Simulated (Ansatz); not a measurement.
A nudged elastic band was laid between two geometries of a periodic cell of 15 atoms, Zn₁₂H₂O (surface Zn(0001), adsorbate H2O).

These are results of DFT PBE-D3(BJ), scalar-relativistic, plane waves, PAW in Ansatz, not measurements. Settings: cutoff 420 eV, k mesh 5x5x1, gaussian smearing 0.05 eV, no spin polarisation.

```yaml
movable_images: 7
climbing_image: yes
spring: 1.0 eV/Å²
optimiser: quadratic models (default)
start_path: IDPP
force_threshold: 0.05 eV/Å
iteration_limit: 59
end_points: relaxed
atoms_held: 1 to 4
```

Image 0:

```xyz
15
Lattice="5.3200 0.0000 0.0000 2.6600 4.6073 0.0000 0.0000 0.0000 17.9370" Properties=species:S:1:pos:R:3
Zn 0.000 0.000 1.000
Zn 2.660 0.000 1.000
Zn 1.330 2.304 1.000
Zn 3.990 2.304 1.000
Zn -0.004 1.538 3.358
Zn 2.662 1.538 3.354
Zn 1.330 3.840 3.339
Zn 3.990 3.834 3.361
Zn -0.001 0.001 5.663
Zn 2.661 0.001 5.659
Zn 1.332 2.304 5.660
Zn 3.982 2.293 5.852
O 4.129 2.531 8.448
H 5.103 2.506 8.455
H 3.927 3.483 8.384
```

Image 8:

```xyz
15
Lattice="5.3200 0.0000 0.0000 2.6600 4.6073 0.0000 0.0000 0.0000 17.9370" Properties=species:S:1:pos:R:3
Zn 0.000 0.000 1.000
Zn 2.660 0.000 1.000
Zn 1.330 2.304 1.000
Zn 3.990 2.304 1.000
Zn -0.016 1.550 3.299
Zn 2.678 1.524 3.373
Zn 1.310 3.843 3.305
Zn 4.008 3.826 3.513
Zn -0.072 0.040 5.516
Zn 2.713 -0.040 6.052
Zn 1.317 2.313 5.552
Zn 4.072 2.248 6.124
O 4.645 3.484 7.627
H 2.497 1.636 6.732
H 3.893 3.917 8.074
```

(1) What changes between the two ends?

(2) What energy profile does the band end with?

(3) What is the geometry of the highest image?

Results:

(1) Contacts lost: O13–H14. Contacts made: Zn10–O13, Zn12–O13. The atom that moves furthest is H14, by 3.24 Å.

(2) The forces met the threshold. The highest image is number 5 of 0 to 8, 1.52 eV above the first end and 0.66 eV above the last; the last end lies 0.86 eV above the first. The profile has 3 maxima (images 2, 5, 7) with wells between them (images 3, 6): this band takes more than one step, which may be the mechanism or a detour left from its start path. Neighbouring images differ by up to 1.5 eV, so the band resolves the path poorly. By the program's own check the climbing image is of a kind that is not told: the force calls were inconclusive, a negative curvature could not be distinguished from the path's own, the only one lies far off the path, or fixed occupations may fill a level only in part (lowest curvatures found: -4.54 and 0.09 eV/Å²). Limits of this set-up: coarse k mesh, thin slab, slab without dipole correction.

```
image  path coordinate (Å)  energy (eV)  O13–H14 (Å)  Zn10–O13 (Å)  Zn12–O13 (Å)
    0                 0.00         0.00         0.97          3.68          2.61
    1                 1.48         0.00         0.97          3.78          2.62
    2                 2.95         0.03         0.97          4.11          3.16
    3                 4.43         0.03         0.97          3.92          3.94
    4                 5.91         0.04         0.98          3.71          3.36
    5                 7.39         1.52         1.44          3.04          2.16
    6                10.75         0.93         2.97          2.04          2.04
    7                14.10         1.15         2.80          2.12          2.11
    8                17.46         0.86         2.95          2.04          2.03
```

(3) 
```xyz
15
Lattice="5.3200 0.0000 0.0000 2.6600 4.6073 0.0000 0.0000 0.0000 17.9370" Properties=species:S:1:pos:R:3
Zn 0.000 0.000 1.000
Zn 2.660 0.000 1.000
Zn 1.330 2.304 1.000
Zn 3.990 2.304 1.000
Zn 0.000 1.535 3.447
Zn 2.660 1.538 3.254
Zn 1.342 3.831 3.356
Zn 3.978 3.831 3.356
Zn 0.000 -0.050 5.675
Zn 2.660 0.074 5.528
Zn 1.379 2.347 5.746
Zn 3.941 2.347 5.746
O 5.320 2.293 7.410
H 5.320 0.874 7.136
H 5.320 2.828 8.235
```

Time of the run: 39 min on 4 threads of AMD EPYC 9R45 96-Core Processor (Zen 5), with other jobs on the host, peak memory 4.1 GiB.
